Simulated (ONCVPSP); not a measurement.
## Reading a pseudo-wave (V)

Columns: radius, all-electron u(r) and pseudo u(r) of the 3p shell (level -44.04 eV) of vanadium in the configuration [Ne] 3s2 3p6 3d3 4s2; PBE, scalar-relativistic, ONCV scheme, ONCVPSP 4.0.1.

| r (bohr) | all-electron | pseudo |
| --- | --- | --- |
| 0.082 | -0.3596 | 0.0283 |
| 0.165 | -0.5501 | 0.1110 |
| 0.248 | -0.3948 | 0.2375 |
| 0.330 | -0.0766 | 0.3905 |
| 0.413 | 0.2717 | 0.5558 |
| 0.495 | 0.5701 | 0.7122 |
| 0.578 | 0.7991 | 0.8488 |
| 0.660 | 0.9505 | 0.9520 |
| 0.742 | 1.0360 | 1.0188 |
| 0.825 | 1.0680 | 1.0490 |
| 0.908 | 1.0592 | 1.0453 |
| 0.990 | 1.0223 | 1.0144 |
| 1.072 | 0.9670 | 0.9636 |
| 1.155 | 0.9000 | 0.8990 |
| 1.238 | 0.8274 | 0.8273 |
| 1.320 | 0.7543 | 0.7543 |
| 1.402 | 0.6825 | 0.6825 |
| 1.485 | 0.6130 | 0.6129 |
| 1.568 | 0.5476 | 0.5476 |
| 1.650 | 0.4879 | 0.4879 |
| 1.733 | 0.4326 | 0.4325 |
| 1.815 | 0.3830 | 0.3829 |
| 1.898 | 0.3377 | 0.3376 |
| 1.980 | 0.2976 | 0.2975 |
| 2.062 | 0.2618 | 0.2618 |
| 2.145 | 0.2296 | 0.2296 |

Question: How many radial nodes do the two functions have?

Answer: The all-electron 3p function has n − l − 1 = 1; the pseudo-wave has 0, since the states of the same l below it are removed with the core.

Question: At about which radius was the pseudo-wave matched?

Answer: 1.65 bohr. The columns agree to 0.0005 from 1.24 bohr on; several derivatives are matched, so the curves merge somewhat inside the radius.

Question: Is the pseudo-wave norm-conserving?

Answer: Yes: the ONCV scheme keeps the norm inside the radius equal to the all-electron one, which fixes the energy derivative of the logarithmic derivative at the level.
